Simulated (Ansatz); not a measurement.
Ansatz (a program for electronic structure) input (B3LYP-D3(BJ)/def2-TZVP):

Ansatz 0.2 input:
```yaml
crystal:
  periodic: [false, false, false]
  atoms:
    - {symbol: Cr, position_ang: [-0.00000000, -0.00000000, -1.40493801]}
    - {symbol: Br, position_ang: [0.00000000, 0.00000000, 0.96338606]}
basis:
  gaussian:
    orbitals: def2-TZVP
hamiltonian:
  xc: b3lyp
  dispersion: d3bj
magnetization: {spin_polarized: true, initial_magnetization: 5}
phonons: {temperatures: {t_min: 298.15, t_max: 298.15, t_step: 100}}
```

Output:

```
Functional definition: B3LYP
integrals: 0.04 GiB planned
798 factors; integrals over basis functions are off by at most 4.3e-4 eV
mean field: 0.59 GiB planned
mean field evaluation 1: about -98451.7458 eV, gradient 7.7e1 eV
mean field evaluation 2: about -98276.1513 eV, gradient 1.7e2 eV
mean field evaluation 4: about -98469.7635 eV, gradient 8.8e0 eV
mean field evaluation 8: about -98470.1461 eV, gradient 3.5e-1 eV
mean field evaluation 16: about -98470.1738 eV, gradient 1.1e-3 eV
mean field evaluation 32: about -98469.7417 eV, gradient 1.6e0 eV
mean field -98470.17380317 eV, -3618.7121417856 hartree, gradient 1.8e-5 eV, S^2 8.768256; 4 other end points of the search recorded, 0 dependent functions left out
the calculation of the forces begins
reference -98470.17399909 eV, -3618.7121489854 hartree; 32, 27 occupied and 61, 66 virtual orbitals, 798 factors
these checks for a lower state are left out or cut short: stability, starts, cluster_reference, orbital_swaps, neighbouring_geometries, increment
integrals: 0.04 GiB planned
798 factors; integrals over basis functions are off by at most 4.3e-4 eV
mean field: 0.59 GiB planned
mean field -98470.17380317 eV, -3618.7121417853 hartree, gradient 8.4e-7 eV, S^2 8.768255; 0 other end points of the search recorded, 0 dependent functions left out
the calculation of the forces begins
reference -98470.17399908 eV, -3618.7121489851 hartree; 32, 27 occupied and 61, 66 virtual orbitals, 798 factors
these checks for a lower state are left out or cut short: stability, starts, cluster_reference, orbital_swaps, neighbouring_geometries, increment
integrals: 0.04 GiB planned
798 factors; integrals over basis functions are off by at most 4.3e-4 eV
mean field: 0.59 GiB planned
mean field -98470.17380317 eV, -3618.7121417853 hartree, gradient 8.4e-7 eV, S^2 8.768255; 0 other end points of the search recorded, 0 dependent functions left out
the calculation of the forces begins
reference -98470.17399908 eV, -3618.7121489851 hartree; 32, 27 occupied and 61, 66 virtual orbitals, 798 factors
these checks for a lower state are left out or cut short: stability, starts, cluster_reference, orbital_swaps, neighbouring_geometries, increment
integrals: 0.04 GiB planned
798 factors; integrals over basis functions are off by at most 4.3e-4 eV
mean field: 0.59 GiB planned
mean field -98470.17380317 eV, -3618.7121417853 hartree, gradient 8.4e-7 eV, S^2 8.768255; 0 other end points of the search recorded, 0 dependent functions left out
the calculation of the forces begins
reference -98470.17399908 eV, -3618.7121489851 hartree; 32, 27 occupied and 61, 66 virtual orbitals, 798 factors
these checks for a lower state are left out or cut short: stability, starts, cluster_reference, orbital_swaps, neighbouring_geometries, increment
integrals: 0.04 GiB planned
798 factors; integrals over basis functions are off by at most 4.3e-4 eV
mean field: 0.59 GiB planned
mean field -98470.17380317 eV, -3618.7121417853 hartree, gradient 8.4e-7 eV, S^2 8.768255; 0 other end points of the search recorded, 0 dependent functions left out
the calculation of the forces begins
reference -98470.17399908 eV, -3618.7121489851 hartree; 32, 27 occupied and 61, 66 virtual orbitals, 798 factors
these checks for a lower state are left out or cut short: stability, starts, cluster_reference, orbital_swaps, neighbouring_geometries, increment
integrals: 0.04 GiB planned
798 factors; integrals over basis functions are off by at most 4.3e-4 eV
mean field: 0.59 GiB planned
mean field evaluation 64: about -98470.1738 eV, gradient 6.1e-2 eV
mean field -98470.17378993 eV, -3618.7121412988 hartree, gradient 1.5e-6 eV, S^2 8.768228; 0 other end points of the search recorded, 0 dependent functions left out
the calculation of the forces begins
reference -98470.17398582 eV, -3618.7121484979 hartree; 32, 27 occupied and 61, 66 virtual orbitals, 798 factors
these checks for a lower state are left out or cut short: stability, starts, cluster_reference, orbital_swaps, neighbouring_geometries, increment
integrals: 0.04 GiB planned
798 factors; integrals over basis functions are off by at most 4.3e-4 eV
mean field: 0.59 GiB planned
mean field -98470.17375699 eV, -3618.7121400884 hartree, gradient 1.4e-6 eV, S^2 8.768283; 0 other end points of the search recorded, 0 dependent functions left out
the calculation of the forces begins
reference -98470.17395293 eV, -3618.7121472890 hartree; 32, 27 occupied and 61, 66 virtual orbitals, 798 factors
these checks for a lower state are left out or cut short: stability, starts, cluster_reference, orbital_swaps, neighbouring_geometries, increment
integrals: 0.04 GiB planned
798 factors; integrals over basis functions are off by at most 4.3e-4 eV
mean field: 0.59 GiB planned
mean field -98470.17380317 eV, -3618.7121417853 hartree, gradient 8.4e-7 eV, S^2 8.768255; 0 other end points of the search recorded, 0 dependent functions left out
the calculation of the forces begins
reference -98470.17399908 eV, -3618.7121489851 hartree; 32, 27 occupied and 61, 66 virtual orbitals, 798 factors
these checks for a lower state are left out or cut short: stability, starts, cluster_reference, orbital_swaps, neighbouring_geometries, increment
integrals: 0.04 GiB planned
798 factors; integrals over basis functions are off by at most 4.3e-4 eV
mean field: 0.59 GiB planned
mean field -98470.17380317 eV, -3618.7121417853 hartree, gradient 8.4e-7 eV, S^2 8.768255; 0 other end points of the search recorded, 0 dependent functions left out
the calculation of the forces begins
reference -98470.17399908 eV, -3618.7121489851 hartree; 32, 27 occupied and 61, 66 virtual orbitals, 798 factors
these checks for a lower state are left out or cut short: stability, starts, cluster_reference, orbital_swaps, neighbouring_geometries, increment
integrals: 0.04 GiB planned
798 factors; integrals over basis functions are off by at most 4.3e-4 eV
mean field: 0.59 GiB planned
mean field evaluation 96: about -98470.1738 eV, gradient 2.0e-6 eV
mean field -98470.17380317 eV, -3618.7121417853 hartree, gradient 8.4e-7 eV, S^2 8.768255; 0 other end points of the search recorded, 0 dependent functions left out
the calculation of the forces begins
reference -98470.17399908 eV, -3618.7121489851 hartree; 32, 27 occupied and 61, 66 virtual orbitals, 798 factors
these checks for a lower state are left out or cut short: stability, starts, cluster_reference, orbital_swaps, neighbouring_geometries, increment
integrals: 0.04 GiB planned
798 factors; integrals over basis functions are off by at most 4.3e-4 eV
mean field: 0.59 GiB planned
mean field -98470.17380317 eV, -3618.7121417853 hartree, gradient 8.4e-7 eV, S^2 8.768255; 0 other end points of the search recorded, 0 dependent functions left out
the calculation of the forces begins
reference -98470.17399908 eV, -3618.7121489851 hartree; 32, 27 occupied and 61, 66 virtual orbitals, 798 factors
these checks for a lower state are left out or cut short: stability, starts, cluster_reference, orbital_swaps, neighbouring_geometries, increment
integrals: 0.04 GiB planned
798 factors; integrals over basis functions are off by at most 4.3e-4 eV
mean field: 0.59 GiB planned
mean field -98470.17375699 eV, -3618.7121400884 hartree, gradient 1.4e-6 eV, S^2 8.768283; 0 other end points of the search recorded, 0 dependent functions left out
the calculation of the forces begins
reference -98470.17395293 eV, -3618.7121472890 hartree; 32, 27 occupied and 61, 66 virtual orbitals, 798 factors
these checks for a lower state are left out or cut short: stability, starts, cluster_reference, orbital_swaps, neighbouring_geometries, increment
integrals: 0.04 GiB planned
798 factors; integrals over basis functions are off by at most 4.3e-4 eV
mean field: 0.59 GiB planned
mean field -98470.17378993 eV, -3618.7121412988 hartree, gradient 1.5e-6 eV, S^2 8.768228; 0 other end points of the search recorded, 0 dependent functions left out
the calculation of the forces begins
reference -98470.17398582 eV, -3618.7121484979 hartree; 32, 27 occupied and 61, 66 virtual orbitals, 798 factors
Total energy: -98470.26218040 eV, -3618.7153895888 hartree
Atom 0 at    -0.000000    -0.000000    -1.404938 Å, force     0.000000     0.000000    -0.000481 eV/Å
Atom 1 at     0.000000     0.000000     0.963386 Å, force    -0.000000    -0.000000     0.000481 eV/Å
Dipole moment:    -0.000000    -0.000000    -1.164965 e Å
Vibrations: 287.45 cm⁻¹, zero-point energy 0.017819 eV
```

The spin state was set by rule; other spins were not relaxed.
